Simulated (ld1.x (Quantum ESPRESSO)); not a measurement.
Bi: TM pseudisation with PBE, fully relativistic reference atom.

ld1.x (Quantum ESPRESSO) 7.5 input, shortened:

```
&input
   title='Bi', zed=83., rel=2, dft='PBE', iswitch=3,
   config='[Xe] 4f14 5d10 6s2 6p1.5 6d-2', rel_dist='average'
 /
 &inputp
   pseudotype=2, tm=.true., lloc=0,
   nlcc=.false.
 /
3
6P  2  1   1.50   0.00  2.50  2.50  0.0
6D  3  2  -2.00   0.15  2.55  2.55  0.0
6S  1  0   2.00   0.00  1.45  1.45  0.0
 &test
   configts(1)='6s2 6p1.5'
 /
```

Open shells are filled in proportion to 2j + 1 (rel_dist='average').

All-electron outer shells of the reference configuration (PBE, scalar-relativistic, ld1.x):

| shell | level (eV) | outermost node (bohr) | outermost maximum (bohr) |
| --- | --- | --- | --- |
| 6s | -26.31 | 0.98 | 1.86 |
| 6p | -15.22 | 1.14 | 2.32 |

(1) Estimate the cutoffs (Ry, on a coarse ladder) from which the occupation-weighted sum of valence levels, in a spherical-Bessel basis at the reference potential, stays within 10 and 1 mRy of its value at 400 Ry.

(2) What does a ghost test show?

(3) Which valence shell sets the plane-wave cutoff?

(4) Tests: 6s2 6p3; 6s2 6p2; 6s2 6p1; 6s0 6p5; 6s1 6p3; 6s1 6p0; 6s2 6p0. Which has the largest error in its energy relative to the reference configuration, and how large is it?

Results:

(1) 60 Ry and 160 Ry.

(2) No extra level below or beside the all-electron valence levels (p1/2, p3/2, d3/2, d5/2, s, f tested).

(3) 6s: its level needs 140 Ry to come within 1 mRy, against 18 Ry for 6p.

(4) 6s1 6p0, with +358 meV (all-electron minus pseudo) on +77.64 eV.
